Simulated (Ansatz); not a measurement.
Input file for AlAsClH5Si, SMILES `[AlH2][SiH](Cl)[AsH2]`:

```yaml
crystal:
  periodic: [false, false, false]
  atoms:
    - {symbol: Al, position_ang: [-1.280489, 1.586719, 0.327251]}
    - {symbol: Si, position_ang: [0.655973, 0.214521, -0.307354]}
    - {symbol: Cl, position_ang: [2.113508, 0.310377, 1.172813]}
    - {symbol: As, position_ang: [-0.001542, -2.016690, -0.766814]}
    - {symbol: H, position_ang: [-2.307378, 2.043426, -0.794270]}
    - {symbol: H, position_ang: [-1.519155, 1.963976, 1.848036]}
    - {symbol: H, position_ang: [1.316473, 0.678936, -1.559967]}
    - {symbol: H, position_ang: [-0.312246, -2.294984, 0.697202]}
    - {symbol: H, position_ang: [1.423357, -2.532481, -0.633898]}
basis:
  gaussian: {orbitals: def2-TZVPP}
correlation: {method: ccsd_t}
output: {orbitals: {seedname: orbitals}}
```

```sh
$ ansatz run in.yaml --threads 4 --pin off --events-out ev --progress --plain --max-ram 10444MiB
```

Output of Ansatz, abridged:

```
Functional definition: HF
1445 factors; integrals over basis functions are off by at most 1.5e-3 eV
mean field evaluation 1: about -87823.7294 eV, gradient 1.7e1 eV
mean field evaluation 2: about -87823.9897 eV, gradient 1.7e1 eV
mean field evaluation 4: about -87825.5746 eV, gradient 2.8e0 eV
mean field evaluation 8: about -87825.6158 eV, gradient 1.6e-1 eV
mean field evaluation 16: about -87825.6160 eV, gradient 1.6e-6 eV
mean field -87825.61598328 eV, -3227.5318570449 hartree, gradient 1.6e-6 eV, S^2 0.000000; 0 other end points of the search recorded, 0 dependent functions left out
24 core orbitals not correlated: weight in the atoms' cores, before any rotation towards them, 1.000 or more for the frozen orbitals, at most 0.000 for the correlated occupied ones
reference -87825.61598328 eV, -3227.5318570449 hartree; 17, 17 occupied and 203, 203 virtual orbitals, 1445 factors
second order -18.02993049 eV of doubles, -0.00000000 eV of singles
cycle   1  -18.90139925 eV  change   -8.7e-1 eV  update   1.0e-1
cycle   2  -19.51636023 eV  change   -6.1e-1 eV  update   3.2e-2
cycle   3  -19.57772763 eV  change   -6.1e-2 eV  update   1.3e-2
cycle   4  -19.56761289 eV  change    1.0e-2 eV  update   3.8e-3
cycle   5  -19.56738771 eV  change    2.3e-4 eV  update   1.4e-3
cycle   6  -19.56689966 eV  change    4.9e-4 eV  update   4.8e-4
cycle   7  -19.56675911 eV  change    1.4e-4 eV  update   1.8e-4
cycle   8  -19.56683675 eV  change   -7.8e-5 eV  update   7.6e-5
cycle   9  -19.56685627 eV  change   -2.0e-5 eV  update   2.9e-5
perturbative correction -0.76924619 eV, -0.0282692760 hartree
Total energy: -87845.95208573 eV, -3228.2791950258 hartree
```

It took 100 s on 4 threads of an AMD EPYC 7B13 on a shared host, with 4.3 GiB of host memory at the peak.

Correlation energy per correlated electron: -0.598 eV. T1 diagnostic: 0.0113.
